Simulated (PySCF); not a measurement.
Working out the ionisation energy of S²⁺

S²⁺ [Ne] 3s2 3p2 (3P) → S³⁺ [Ne] 3s2 3p1 (2P). Computed with PySCF 2.14 in Sapporo-DZP-2012, with scalar relativity by spin-free X2C-1e. Frozen: [Ne]. Energies in hartree (1 hartree = 27.21139 eV):

```json
{"part": "UHF", "S²⁺ (lower)": "-397.257879", "S³⁺ (upper)": "-395.999179"}
{"part": "CCSD correlation", "S²⁺ (lower)": "-0.076080", "S³⁺ (upper)": "-0.060769"}
{"part": "(T)", "S²⁺ (lower)": "-0.000903", "S³⁺ (upper)": "-0.000568"}
```

What does Hartree-Fock give?

(-395.999179) − (-397.257879) = 1.258700 hartree = 34.251 eV.

What do CCSD and CCSD(T) give?

The CCSD correlation energies differ by 0.015311 hartree = 0.417 eV and the triples by 0.000335 hartree = 0.009 eV, so CCSD gives 34.668 eV and CCSD(T) 34.677 eV.

Reference: 34.86 ± 0.04 eV (semi-empirical (NIST evaluation); NIST Atomic Spectra Database, ionization energies), between the lowest levels; spin-orbit coupling is absent from the calculation.

A double-zeta basis recovers only part of the correlation energy.

What remains against the reference includes basis incompleteness, the frozen core and higher excitations.
